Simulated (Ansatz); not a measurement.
The input (input.yaml):

```yaml
crystal:
  periodic: [false, false, false]
  atoms:
    - { symbol: B, position_ang: [-0.279713, 1.141416, 1.790269] }
    - { symbol: "N", position_ang: [-0.70218, 0.736864, 0.498182] }
    - { symbol: B, position_ang: [-0.146742, -0.289064, -0.388276] }
    - { symbol: "N", position_ang: [-0.794304, -0.585283, -1.610652] }
    - { symbol: As, position_ang: [1.502533, -1.413083, 0.216765] }
    - { symbol: H, position_ang: [0.68603, 0.607728, 2.304013] }
    - { symbol: H, position_ang: [-0.8943, 2.020967, 2.370082] }
    - { symbol: H, position_ang: [-1.52687, 1.228747, 0.13276] }
    - { symbol: H, position_ang: [-0.440589, -1.274226, -2.272397] }
    - { symbol: H, position_ang: [-1.658276, -0.134928, -1.92265] }
    - { symbol: H, position_ang: [1.849105, -1.867475, -1.21964] }
    - { symbol: H, position_ang: [2.482305, -0.226862, 0.135545] }
basis:
  gaussian: { orbitals: def2-SVP }
hamiltonian:
  xc: revpbe
neb:
  order_check: false
  images: 7
  f_tol: 0.03
  max_iterations: 60
  final_atoms:
    - { symbol: B, position_ang: [-0.2769717, 1.14184935, 1.78820077] }
    - { symbol: "N", position_ang: [-0.7062498, 0.7347244, 0.49918335] }
    - { symbol: B, position_ang: [-0.14864558, -0.28902608, -0.38813349] }
    - { symbol: "N", position_ang: [-0.79315578, -0.58421899, -1.61212613] }
    - { symbol: As, position_ang: [1.50028101, -1.4124916, 0.21813567] }
    - { symbol: H, position_ang: [-0.89099665, 2.01821311, 2.37318379] }
    - { symbol: H, position_ang: [0.69444552, 0.61279147, 2.29594207] }
    - { symbol: H, position_ang: [-1.53607454, 1.22145825, 0.13816134] }
    - { symbol: H, position_ang: [-0.43655128, -1.27076395, -2.27479459] }
    - { symbol: H, position_ang: [-1.65803979, -0.13601014, -1.92464096] }
    - { symbol: H, position_ang: [1.84690645, -1.86273418, -1.21919804] }
    - { symbol: H, position_ang: [2.48205115, -0.22899064, 0.14008721] }
  initial_path:
    images:
      - { positions_ang: [[-0.279713, 1.141416, 1.790269], [-0.70218, 0.736864, 0.498182], [-0.146742, -0.289064, -0.388276], [-0.794304, -0.585283, -1.610652], [1.502533, -1.413083, 0.216765], [0.68603, 0.607728, 2.304013], [-0.8943, 2.020967, 2.370082], [-1.52687, 1.228747, 0.13276], [-0.440589, -1.274226, -2.272397], [-1.658276, -0.134928, -1.92265], [1.849105, -1.867475, -1.21964], [2.482305, -0.226862, 0.135545]] }
      - { positions_ang: [[-0.35974614, 1.20601037, 1.71610342], [-0.72218018, 0.5393426, 0.67958118], [-0.12304676, -0.31560488, -0.3082085], [-0.70651965, -0.41205124, -1.55811263], [1.532522, -1.46408525, 0.17105484], [0.61209954, 0.95426008, 2.05312647], [-1.03167354, 2.01812294, 2.31429838], [-1.58244994, 0.86070414, 0.36365318], [-0.50334115, -1.13649848, -2.19269051], [-1.17655225, 0.05664677, -1.89675177], [1.66101815, -2.02584498, -1.19120921], [2.47686892, -0.33620107, -0.11684385]] }
      - { positions_ang: [[-0.43977928, 1.27060473, 1.64193785], [-0.74218037, 0.3418212, 0.86098035], [-0.09935153, -0.34214576, -0.228141], [-0.61873529, -0.23881947, -1.50557326], [1.562511, -1.51508749, 0.12534467], [0.53816908, 1.30079216, 1.80223994], [-1.16904708, 2.01527887, 2.25851476], [-1.63802987, 0.49266127, 0.59454636], [-0.5660933, -0.99877097, -2.11298402], [-0.69482849, 0.24822155, -1.87085354], [1.4729313, -2.18421496, -1.16277842], [2.47143284, -0.44554014, -0.3692327]] }
      - { positions_ang: [[-0.51981242, 1.3351991, 1.56777227], [-0.76218055, 0.1442998, 1.04237953], [-0.07565629, -0.36868664, -0.1480735], [-0.53095094, -0.06558771, -1.45303389], [1.5925, -1.56608974, 0.07963451], [0.46423862, 1.64732424, 1.55135342], [-1.30642062, 2.01243481, 2.20273114], [-1.69360981, 0.12461841, 0.82543954], [-0.62884545, -0.86104345, -2.03327753], [-0.21310474, 0.43979632, -1.84495531], [1.28484444, -2.34258494, -1.13434763], [2.46599676, -0.5548792, -0.62162156]] }
      - { positions_ang: [[-0.59984556, 1.39979346, 1.49360669], [-0.78218073, -0.05322159, 1.22377871], [-0.05196105, -0.39522752, -0.068006], [-0.44316659, 0.10764405, -1.40049452], [1.62248899, -1.61709199, 0.03392435], [0.39030816, 1.99385632, 1.30046689], [-1.44379416, 2.00959074, 2.14694752], [-1.74918975, -0.24342446, 1.05633273], [-0.6915976, -0.72331593, -1.95357104], [0.26861902, 0.6313711, -1.81905708], [1.09675759, -2.50095492, -1.10591684], [2.46056067, -0.66421827, -0.87401041]] }
      - { positions_ang: [[-0.51912709, 1.33530743, 1.56725521], [-0.763198, 0.14376491, 1.04262987], [-0.07613219, -0.36867716, -0.14803788], [-0.53066388, -0.06532171, -1.45340242], [1.591937, -1.56594189, 0.07997718], [0.06998196, 1.99994552, 1.56864612], [-0.90923424, 1.66039092, 2.18419616], [-1.69591095, 0.12279622, 0.82678988], [-0.62783602, -0.86017793, -2.03387692], [-0.21304569, 0.43952579, -1.84545305], [1.28429481, -2.34139973, -1.13423714], [2.46593329, -0.55541136, -0.620486]] }
      - { positions_ang: [[-0.43840863, 1.27082141, 1.64090373], [-0.74421527, 0.3407514, 0.86148103], [-0.10030332, -0.3421268, -0.22806975], [-0.61816118, -0.23828747, -1.50631032], [1.561385, -1.51479179, 0.12603001], [-0.25034424, 2.00603472, 1.83682534], [-0.37467432, 1.31119111, 2.2214448], [-1.64263215, 0.48901689, 0.59724703], [-0.56407444, -0.99703994, -2.11418281], [-0.69471039, 0.24768048, -1.87184902], [1.47183202, -2.18184455, -1.16255744], [2.47130591, -0.44660446, -0.3669616]] }
      - { positions_ang: [[-0.35769017, 1.20633538, 1.71455225], [-0.72523254, 0.5377379, 0.68033219], [-0.12447445, -0.31557644, -0.30810162], [-0.70565848, -0.41125323, -1.55921823], [1.530833, -1.4636417, 0.17208284], [-0.57067045, 2.01212391, 2.10500457], [0.1598856, 0.96199129, 2.25869344], [-1.58935334, 0.85523757, 0.36770419], [-0.50031286, -1.13390194, -2.1944887], [-1.17637509, 0.05583517, -1.89824499], [1.65936923, -2.02228936, -1.19087774], [2.47667853, -0.33779755, -0.11343719]] }
      - { positions_ang: [[-0.2769717, 1.14184935, 1.78820077], [-0.7062498, 0.7347244, 0.49918335], [-0.14864558, -0.28902608, -0.38813349], [-0.79315578, -0.58421899, -1.61212613], [1.50028101, -1.4124916, 0.21813567], [-0.89099665, 2.01821311, 2.37318379], [0.69444552, 0.61279147, 2.29594207], [-1.53607454, 1.22145825, 0.13816134], [-0.43655128, -1.27076395, -2.27479459], [-1.65803979, -0.13601014, -1.92464096], [1.84690645, -1.86273418, -1.21919804], [2.48205115, -0.22899064, 0.14008721]] }
```

Run as:

```bash
$ ansatz run input.yaml --threads 2 --pin off --max-ram 3072MiB --backend cpu --events-out ev --progress --plain --runs-dir out
```

Hardware: 2 threads of Intel(R) Xeon(R) Platinum 8259CL CPU @ 2.50GHz (Skylake/Cascade Lake), on a shared host.

**Question.** Roughly how long does this run take, and how much memory?

**Answer.** 6.1 min, with a peak of 0.2 GiB, for 17 band iterations.
